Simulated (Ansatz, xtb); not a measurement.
## FH7Si2Sn: which of two isomers lies lower

We compare I, `F[SiH2][SiH2][SnH3]`, a singlet, with II, `F[SiH2][SnH2][SiH3]`, a singlet. Both are isolated molecules in the gas phase, relaxed with B3LYP-D3(BJ)/def2-SVP; the shapes shown needn't be the lowest conformers.

I (Å):

```yaml
atoms:
  - { symbol: F, position_ang: [-1.3489, -0.2887, -1.0939] }
  - { symbol: Si, position_ang: [-0.5958, -0.1378, 0.3577] }
  - { symbol: Si, position_ang: [1.0517, 1.5159, 0.0623] }
  - { symbol: Sn, position_ang: [0.9050, 2.1827, -2.4355] }
  - { symbol: H, position_ang: [-1.6288, 0.2397, 1.3623] }
  - { symbol: H, position_ang: [-0.0212, -1.4673, 0.7063] }
  - { symbol: H, position_ang: [0.7851, 2.6943, 0.9405] }
  - { symbol: H, position_ang: [2.4058, 0.9776, 0.3902] }
  - { symbol: H, position_ang: [2.0818, 3.3768, -2.8284] }
  - { symbol: H, position_ang: [1.1759, 0.8019, -3.4206] }
  - { symbol: H, position_ang: [-0.6545, 2.8168, -2.7757] }
```

II (Å):

```yaml
atoms:
  - { symbol: F, position_ang: [0.2872, 1.8234, 0.7305] }
  - { symbol: Si, position_ang: [0.6496, 0.2538, 0.4343] }
  - { symbol: Si, position_ang: [-1.4485, 1.2735, -3.0501] }
  - { symbol: Sn, position_ang: [-1.0689, -0.5928, -1.3015] }
  - { symbol: H, position_ang: [0.6037, -0.4789, 1.7319] }
  - { symbol: H, position_ang: [2.0395, 0.2016, -0.1037] }
  - { symbol: H, position_ang: [-2.5508, -0.9965, -0.5225] }
  - { symbol: H, position_ang: [-0.4744, -2.0241, -2.0551] }
  - { symbol: H, position_ang: [-2.3503, 0.8061, -4.1429] }
  - { symbol: H, position_ang: [-0.1382, 1.6723, -3.6414] }
  - { symbol: H, position_ang: [-2.0608, 2.4590, -2.3850] }
```

Q: Which of the two would you expect CCSD(T)/def2-SVP + ΔMP2/def2-TZVPP electronic energies to favour?

A: Structure II; the calculation gives E(II) − E(I) = −5.5 kcal/mol.

How the difference moves with the method:

| level | geometry | E(II) − E(I) (kcal/mol) | departure from the last row (kcal/mol) | job, with rough time for the two |
| --- | --- | --- | --- | --- |
| B3LYP-D3(BJ)/def2-SVP | B3LYP-D3(BJ)/def2-SVP | −4.2 | +1.3 | optimisation, 1.8 min |
| HF/def2-SVP | B3LYP-D3(BJ)/def2-SVP | −5.2 | +0.3 | part of the CCSD(T) run |
| MP2/def2-SVP | B3LYP-D3(BJ)/def2-SVP | −4.2 | +1.3 | part of the CCSD(T) run |
| CCSD(T)/def2-SVP | B3LYP-D3(BJ)/def2-SVP | −3.9 | +1.6 | single point |
| CCSD(T)/def2-SVP + ΔMP2/def2-TZVPP | B3LYP-D3(BJ)/def2-SVP | −5.5 |  | single point, 26 s |

As drawn, II has 1 Si–Sn, 1 Si–H in place of 1 Si–Si, 1 Sn–H.

None of the levels shown reverses the order. The largest departure from CCSD(T)/def2-SVP + ΔMP2/def2-TZVPP is that of CCSD(T)/def2-SVP, 1.6 kcal/mol. A small imaginary or near-zero mode remains, so no thermal terms are given. Levels run at GFN2-xTB geometries aren't shown. The last row adds to CCSD(T) the change of the MP2 difference between the two basis sets, here −1.6 kcal/mol.

The correlated steps freeze 15 core orbitals; the filled d shell of Sn is correlated, in a basis made for valence electrons. Atoms past krypton carry core potentials in the def2 sets and no spin–orbit term is included. Programs: Ansatz 0.2.0; the last row on 2 threads of Intel(R) Xeon(R) 6975P-C (Granite Rapids) on a shared host.
